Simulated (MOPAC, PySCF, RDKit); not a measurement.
Constitutional and geometric isomers with formula C3H2O2. All species are isolated molecules in the gas phase. One relaxed conformer stands for each flexible species; it need not be the lowest. Strings in code marks are SMILES.

Quantity: electronic energy of isomers of C3H2O2 relative to `O=c1cc1O` (C–C–O–H torsion 0°), in kcal/mol. Semi-empirical values (MOPAC) are differences of heats of formation. Force-field values (RDKit) are differences of steric energies, which aren't made for comparing isomers with other bonds.

Level 1: M06-2X/def2-TZVP // B3LYP-D3(BJ)/def2-TZVP (PySCF)
Level 2: B3LYP/6-31G* // B3LYP-D3(BJ)/def2-TZVP (PySCF)
Level 3: PM6 // B3LYP-D3(BJ)/def2-TZVP (MOPAC)
Level 4: UFF, relaxed from the DFT geometry (RDKit)

```csv
species,level 1,level 2,level 3,level 4
`C#COC=O`,4.08,1.94,-2.00,1.74
`O=C1[C@H]2O[C@@H]12`,32.6,29.8,39.7,493.3
```
